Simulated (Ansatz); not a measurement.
GaH6NO2Si (`[NH2][GaH][O][SiH2]O`). Charge 0, multiplicity 1. Geometry: relaxed with PBE0-D4/def2-TZVP. It is one conformer, not always the lowest.

```xyz
11

N    -0.043    1.395   -1.435
Ga    1.168    1.277   -0.105
O     0.898   -0.120    0.988
Si   -0.081   -1.408    0.936
O    -1.458   -1.126    0.062
H    -0.748    0.685   -1.556
H    -0.022    2.068   -2.180
H     2.340    2.236    0.202
H    -0.452   -1.774    2.328
H     0.578   -2.536    0.235
H    -2.180   -0.697    0.524
```

What is the dipole moment at ωB97M-V/def2-TZVPP? (Estimate.)

Computed: 2.05 D, with components (-0.80, 1.75, -0.69) D in this frame, pointing from negative to positive charge.

And with PBE, r2SCAN, B3LYP? (Best estimate.)

Computed: PBE 2.08 D, r2SCAN 2.09 D, B3LYP 2.04 D.

Give the Mulliken charges with ωB97M-V, PBE, r2SCAN in def2-TZVPP. (Estimate.)

Computed: 
```tsv
atom	ωB97M-V	PBE	r2SCAN
N1	-0.37	-0.37	-0.44
Ga2	0.39	0.30	0.41
O3	-0.45	-0.35	-0.45
Si4	0.50	0.48	0.61
O5	-0.41	-0.38	-0.44
H6	0.14	0.16	0.17
H7	0.12	0.15	0.16
H8	0.03	0.01	0.00
H9	-0.07	-0.09	-0.11
H10	-0.06	-0.09	-0.10
H11	0.18	0.19	0.21
```

B3LYP here is the variant with VWN-RPA as its local correlation; programs differ in this.
